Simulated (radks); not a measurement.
Coherent X-ray form factor from a spherical all-electron density. All-electron calculation, Dirac Kohn-Sham, PBE, spin-unpolarised, spherical densities, point nucleus. Program: a radial shooting solver on a logarithmic mesh with Libxc functionals.

sin(theta)/lambda (1/angstrom)  f0 (electrons)
0.05                                    78.907
0.1                                     76.027
0.15                                    72.176
0.2                                     68.030
0.25                                    63.959
0.3                                     60.120
0.4                                     53.308
0.5                                     47.607
0.6                                     42.822
0.8                                     35.142
1                                       29.094
1.25                                    23.311
1.5                                     19.322
2                                       14.959

The species is in the configuration that NIST lists as its ground one. Which atom or ion scatters so?

Answer. Neutral mercury, [Hg]. Extrapolating in s^2 from the first two rows gives f0(0) = 79.9, near the electron count 80; among species with that count, the fall with angle is slower the higher Z, and the table is that of Z = 80; from so few rows the species is fixed only to a neighbour or two.
